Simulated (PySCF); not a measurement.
Species: C2H9OPSi2.
Numbering: `[PH2:1][Si@H:2]1[CH2:3][CH2:4][SiH2:5][O:6]1` (hydrogens: H7, H8 on P1; H9 on Si2; H10, H11 on C3; H12, H13 on C4; H14, H15 on Si5)

A PySCF run (density fitting, gas phase, GFN2-xTB geometry) gave HOMO -7.48 eV, LUMO 0.25 eV, dipole 1.89 D and E = -1076.667 Eh.

Question: Which of these levels was it?
A. KT2/IGLO-II
B. PBE0/pcSseg-1
C. PBE0/def2-SVPD
D. PBE0/6-31++G**

Answer: B. It is PBE0/pcSseg-1. All candidates on this geometry:

```tsv
level and settings	kind	basis functions	SCF cycles	E (Eh)	HOMO (eV)	LUMO (eV)	dipole (D)
KT2/IGLO-II	GGA	225	16	-1087.7165	-6.35	-0.72	1.64
PBE0/6-31++G**	global hybrid	174	13	-1076.6788	-7.44	-0.20	1.95
PBE0/def2-SVPD	global hybrid	207	13	-1076.3330	-7.45	0.07	1.74
PBE0/pcSseg-1	global hybrid	168	13	-1076.6675	-7.48	0.25	1.89
```

The nearest other candidate, by the summed differences of HOMO and LUMO, is PBE0/def2-SVPD: its HOMO differs by +0.03 eV and its LUMO by -0.18 eV. Cycle counts include a coarse-grid stage where the run had one. All basis functions are spherical, in the Pople sets too. KT2 was designed for NMR shieldings or shifts; total energies of different functionals aren't comparable.
